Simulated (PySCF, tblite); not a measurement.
C7H18BP.
SMILES with atom numbers: `[BH3-:1][P+:2]([CH2:3][CH3:4])([CH2:5][CH3:6])[CH2:7][CH:8]=[CH2:9]` (hydrogens: H10, H11, H12 on B1; H13, H14 on C3; H15, H16, H17 on C4; H18, H19 on C5; H20, H21, H22 on C6; H23, H24 on C7; H25 on C8; H26, H27 on C9)

Jobs on this species (27 atoms, 80 electrons) with PySCF (density fitting) and tblite. Hardware of each: an Arm Neoverse V1 with one thread, shared host. Times come from a shared host and carry two figures at best.

| level and settings | work | basis functions | SCF cycles | wall time |
| --- | --- | --- | --- | --- |
| GFN2-xTB | L-BFGS relaxation | – | – | ? |
| GFN2-xTB | Hessian by finite differences | – | – | 1.6 s |
| PBE0/pcSseg-1 | shieldings, charges and field gradients, density and orbital grids written | 250 | 14 | 75 s |

**Question.** Fill in the missing figures.

**Answer.** 
- GFN2-xTB; L-BFGS relaxation: 1.1 s

**Question.** What do all jobs in the table cost together?

**Answer.** About 78 s; the longest takes about 97 % of that, and about 68 times as long as the shortest.
